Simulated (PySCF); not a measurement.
Input for PySCF: R-M06-2X/def2-TZVPPD on CH8OSi (a complex).

```python
from pyscf import gto, dft

mol = gto.M(
    atom='''
    Si    0.07789432    0.11017573    0.28409625
    H    -1.12810851   -0.52551702    0.86186070
    H     0.30971708    1.43223084    0.90175857
    H    -0.16681850    0.30886611   -1.16749327
    H     1.25435851   -0.76945553    0.44246395
    C    -0.47858127    0.52134163    3.92918105
    O     0.49295317   -0.28558167    3.27409347
    H    -1.47742794    0.38752252    3.50111109
    H    -0.17629681    1.55667371    3.78209592
    H    -0.51843222    0.31863565    5.00401835
    H     0.25536809   -1.21148792    3.38695573
    ''',
    basis='def2-tzvppd',
    charge=0, spin=0, verbose=4, max_memory=1800)
mf = dft.RKS(mol, xc='m062x').density_fit(auxbasis='def2-universal-jkfit')
mf.grids.level = 4
mf.conv_tol = 1e-9
mf.max_cycle = 150
mf.kernel()
mf.dip_moment()
```

Program output:

```
PySCF version 2.14.0

[INPUT] verbose = 4
[INPUT] num. atoms = 11
[INPUT] num. electrons = 36
[INPUT] charge = 0
[INPUT] spin (= nelec alpha-beta = 2S) = 0
[INPUT] symmetry False subgroup None
[INPUT] Mole.unit = angstrom
[INPUT] Symbol           X                Y                Z      unit          X                Y                Z       unit  Magmom
[INPUT]  1 Si     0.077894320000   0.110175730000   0.284096250000 AA    0.147198931459   0.208201955274   0.536864105516 Bohr   0.0
[INPUT]  2 H     -1.128108510000  -0.525517020000   0.861860700000 AA   -2.131816122691  -0.993083241598   1.628680680526 Bohr   0.0
[INPUT]  3 H      0.309717080000   1.432230840000   0.901758570000 AA    0.585280457300   2.706524034756   1.704076727779 Bohr   0.0
[INPUT]  4 H     -0.166818500000   0.308866110000  -1.167493270000 AA   -0.315241277511   0.583672357060  -2.206242532573 Bohr   0.0
[INPUT]  5 H      1.254358510000  -0.769455530000   0.442463950000 AA    2.370394045918  -1.454060216732   0.836135685493 Bohr   0.0
[INPUT]  6 C     -0.478581270000   0.521341630000   3.929181050000 AA   -0.904387528647   0.985192898034   7.425076078331 Bohr   0.0
[INPUT]  7 O      0.492953170000  -0.285581670000   3.274093470000 AA    0.931546483536  -0.539671142496   6.187139964527 Bohr   0.0
[INPUT]  8 H     -1.477427940000   0.387522520000   3.501111090000 AA   -2.791934175380   0.732311429901   6.616141091777 Bohr   0.0
[INPUT]  9 H     -0.176296810000   1.556673710000   3.782095920000 AA   -0.333152687534   2.941686977211   7.147125465635 Bohr   0.0
[INPUT] 10 H     -0.518432220000   0.318635650000   5.004018350000 AA   -0.979694909950   0.602134112023   9.456224203798 Bohr   0.0
[INPUT] 11 H      0.255368090000  -1.211487920000   3.386955730000 AA    0.482575751053  -2.289380372019   6.400418725726 Bohr   0.0

nuclear repulsion = 111.55924390402
number of shells = 99
number of NR pGTOs = 328
number of NR cGTOs = 261
basis = def2-tzvppd
ecp = {}


******** <class 'pyscf.df.df_jk.DFRKS'> ********
method = DFRKS
initial guess = minao
damping factor = 0
level_shift factor = 0
DIIS = <class 'pyscf.scf.diis.CDIIS'>
diis_start_cycle = 1
diis_space = 8
diis_damp = 0
SCF conv_tol = 1e-09
SCF conv_tol_grad = None
SCF max_cycles = 150
direct_scf = False
XC library pyscf.dft.libxc version 7.1.2
    S. Lehtola, C. Steigemann, M. J. T. Oliveira, and M. A. L. Marques,  SoftwareX 7, 1–5 (2018)
XC functionals = m062x
    Y. Zhao and D. G. Truhlar,  Theor. Chem. Acc. 120, 215 (2008)
    Y. Zhao and D. G. Truhlar,  Theor. Chem. Acc. 120, 215 (2008)
radial grids:
    Treutler-Ahlrichs [JCP 102, 346 (1995); DOI:10.1063/1.469408] (M4) radial grids

becke partition: Becke, JCP 88, 2547 (1988); DOI:10.1063/1.454033
pruning grids: <function nwchem_prune>
grids dens level: 4
symmetrized grids: False
atomic radii adjust function: <function treutler_atomic_radii_adjust>
small_rho_cutoff = 0
Set gradient conv threshold to 3.16228e-05
Initial guess from minao.
tot grids = 211456
******** <class 'pyscf.df.df.DF'> ********
auxbasis = def2-universal-jkfit
init E= -407.333280105901
  HOMO = -0.361604260227782  LUMO = -0.0115226173444122  gap/eV = 9.52621
cycle= 1 E= -407.52469297153  delta_E= -0.191  |g|= 0.531  |ddm|= 2.17
  HOMO = -0.264176641259851  LUMO = 0.00784462168776264  gap/eV = 7.40208
cycle= 2 E= -407.509085976367  delta_E= 0.0156  |g|= 0.64  |ddm|= 0.72
  HOMO = -0.364013533815642  LUMO = 0.00619398443308509  gap/eV = 10.07386
cycle= 3 E= -407.578300867898  delta_E= -0.0692  |g|= 0.0436  |ddm|= 0.314
  HOMO = -0.36073836461579  LUMO = 0.00743515014632754  gap/eV = 10.01851
cycle= 4 E= -407.57866099274  delta_E= -0.00036  |g|= 0.00966  |ddm|= 0.0456
  HOMO = -0.360980223088551  LUMO = 0.00728147494767242  gap/eV = 10.02091
cycle= 5 E= -407.578682542883  delta_E= -2.16e-05  |g|= 0.00245  |ddm|= 0.0112
  HOMO = -0.36119371550048  LUMO = 0.00728070589433271  gap/eV = 10.02670
cycle= 6 E= -407.578684014234  delta_E= -1.47e-06  |g|= 0.001  |ddm|= 0.00283
  HOMO = -0.361078978407102  LUMO = 0.0073001323252446  gap/eV = 10.02411
cycle= 7 E= -407.578684261007  delta_E= -2.47e-07  |g|= 0.000164  |ddm|= 0.00101
  HOMO = -0.361106829122241  LUMO = 0.00729475993923045  gap/eV = 10.02472
cycle= 8 E= -407.578684268445  delta_E= -7.44e-09  |g|= 2.25e-05  |ddm|= 0.000204
  HOMO = -0.361107440711013  LUMO = 0.00729525209346511  gap/eV = 10.02475
cycle= 9 E= -407.578684268625  delta_E= -1.8e-10  |g|= 4.73e-06  |ddm|= 3.71e-05
  HOMO = -0.361107325887045  LUMO = 0.0072952615156445  gap/eV = 10.02475
Extra cycle  E= -407.57868426863  delta_E= -4.89e-12  |g|= 2.59e-06  |ddm|= 8.08e-06
converged SCF energy = -407.57868426863
Dipole moment(X, Y, Z, Debye): -1.14841, -0.57900,  1.42105
```

The run converged.

Cost: about 60 core-seconds (a rough figure).
